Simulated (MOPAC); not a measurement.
Input for MOPAC: PM6 on BaBr, 2S+1 = 2, a spin state set in the input, which need not be the lowest, a point of a bond scan (R = 2.860 Å).

```
PM6 1SCF PRECISE CHARGE=0 UHF MS=0.5 THREADS=1
BaBr

Br     0.00000000 1     0.00000000 1     0.00000000 1
Ba     0.00000000 1     0.00000000 1     2.85970600 1
```

Output:

```
*******************************************************************************
 **                                                                           **
 **                              MOPAC v23.2.5                                **
 **                                                                           **
 *******************************************************************************
 ** MOPAC's Digital Object Identifier: https://doi.org/10.5281/zenodo.6511958 **
 **                                                                           **
 ** Please cite the open-source release paper for use of this MOPAC version:  **
 ** J. E. Moussa and J. J. P. Stewart (2026)                                  **
 ** MOPAC: An open-source semiempirical molecular orbital program             **
 ** J. Open Source Softw., 11(119), 8025, https://doi.org/10.21105/joss.08025 **
 *******************************************************************************

                              PM6 CALCULATION RESULTS

 *******************************************************************************
 *  PM6        - The PM6 Hamiltonian to be used
 *  UHF        - UNRESTRICTED HARTREE-FOCK CALCULATION
 *
 *
 *
 *                 CHARGE ON SYSTEM = 0
 *
 *
 *
 *  MS=        - IN MECI, MAGNETIC COMPONENT OF SPIN =  0.5
 *  PRECISE    - TIGHTER CRITERIA TO BE USED
 *  1SCF       - DO 1 SCF AND THEN STOP
 *  THREADS=1  - MULTI-THREADING NOT USED
 *  T=         - A TIME OF 172800.0 SECONDS REQUESTED
 *  DUMP=N     - RESTART FILE WRITTEN EVERY 7200.0 SECONDS REQUESTED
 *******************************************************************************
PM6 1SCF PRECISE CHARGE=0 UHF MS=0.5 THREADS=1
 BaBr

   ATOM   CHEMICAL          X               Y               Z
  NUMBER   SYMBOL      (ANGSTROMS)     (ANGSTROMS)     (ANGSTROMS)

     1      Br          0.00000000  *   0.00000000  *   0.00000000  *
     2      Ba          0.00000000  *   0.00000000  *   2.85970600  *



          CARTESIAN COORDINATES

    NO.       ATOM           X           Y           Z

     1        Br          0.0000      0.0000      0.0000
     2        Ba          0.0000      0.0000      2.8597

 General Reference for PM6:
 "Optimization of Parameters for Semiempirical Methods V: Modification of NDDO Approximations
 and Application to 70 Elements", J. J. P. Stewart, J. Mol. Mod., 13, 1173-1213 (2007)
 URL: https://link.springer.com/article/10.1007/s00894-007-0233-4

           Empirical Formula: Br Ba  =     2 atoms



      MOLECULAR POINT GROUP   :   C*v


          UHF CALCULATION, NO. OF ALPHA ELECTRONS =    5
                           NO. OF BETA  ELECTRONS =    4

 -------------------------------------------------------------------------------
 PM6 1SCF PRECISE CHARGE=0 UHF MS=0.5 THREADS=1
 BaBr



     1SCF WAS SPECIFIED, SO BFGS WAS NOT USED
     SCF FIELD WAS ACHIEVED


                              PM6 CALCULATION
                                                       MOPAC v23.2.5 Linux




          FINAL HEAT OF FORMATION =        -21.66964 KCAL/MOL =     -90.66576 KJ/MOL


          COSMO AREA              =        164.45 SQUARE ANGSTROMS
          COSMO VOLUME            =        192.51 CUBIC ANGSTROMS

          IONIZATION POTENTIAL    =          5.433295 EV
          ALPHA SOMO LUMO (EV)    =         -5.433 -2.335
          BETA  SOMO LUMO (EV)    =         -9.861 -2.245
          NO. OF ALPHA ELECTRONS  =          5
          NO. OF BETA  ELECTRONS  =          4
          MOLECULAR WEIGHT        =        217.2340         POINT GROUP:  C*v

          MOLECULAR DIMENSIONS (Angstroms)

            Atom       Atom       Distance
           Ba     2   Br     1     2.85971
           Ba     2   Br     1     0.00000
           Br     1   Ba     2     0.00000


          SCF CALCULATIONS        =          1





   ATOM   CHEMICAL          X               Y               Z
  NUMBER   SYMBOL      (ANGSTROMS)     (ANGSTROMS)     (ANGSTROMS)

     1      Br          0.00000000  *   0.00000000  *   0.00000000  *
     2      Ba          0.00000000  *   0.00000000  *   2.85970600  *

                             CARTESIAN COORDINATES

   1   Br        0.000000000     0.000000000     0.000000000
   2   Ba        0.000000000     0.000000000     2.859706000


           Empirical Formula: Br Ba  =     2 atoms



      MOLECULAR POINT GROUP   :   C*v


          ALPHA EIGENVALUES
 -27.36537 -10.46402 -10.44513 -10.06819  -5.43330  -2.33541  -1.74571  -1.10405
 115.94946 115.98143 116.00322 116.02780 116.05220


           BETA EIGENVALUES
 -26.94606 -10.41171 -10.02045  -9.86142  -2.24539  -2.06300  -1.37512  -0.53241
 116.02836 116.07218 116.26223 116.28398 116.33110


              NET ATOMIC CHARGES AND DIPOLE CONTRIBUTIONS

  ATOM NO.   TYPE          CHARGE      No. of ELECS.   s-Pop       p-Pop       d-Pop
    1         Br          -0.335251        7.3353     1.95113     5.38343     0.00069
    2         Ba           0.335251        1.6647     0.01307     1.65168
 DIPOLE           X         Y         Z       TOTAL
 POINT-CHG.     0.000     0.000     4.605     4.605
 HYBRID         0.000     0.000     0.789     0.789
 SUM            0.000     0.000     5.394     5.394


          ATOMIC ORBITAL ELECTRON POPULATIONS

     Atom    s        px        py        pz      x^2-y^2     xz        z^2       yz        xy
    1 Br   1.95113   1.90601   1.80848   1.66894   0.00000   0.00043   0.00007   0.00019   0.00000
    2 Ba   0.01307   1.09356   0.19133   0.36679


                    (SZ)    =    0.500000
                    (S**2)  =    0.750074


          ATOMIC ORBITAL SPIN POPULATIONS

    Atom   Total    s     px     py     pz   x^2-y^2  xz     z^2    yz     xy
         Atomic
    1 Br  0.0894  0.001  0.094 -0.001 -0.004  0.000  0.000  0.000  0.000  0.000
    2 Ba  0.9106  0.000  0.906  0.001  0.003

 **********************
 *                    *
 * JOB ENDED NORMALLY *
 *                    *
 **********************




 == MOPAC DONE ==
```

The run finished.

Cost: around 0.020 core-seconds (rough).
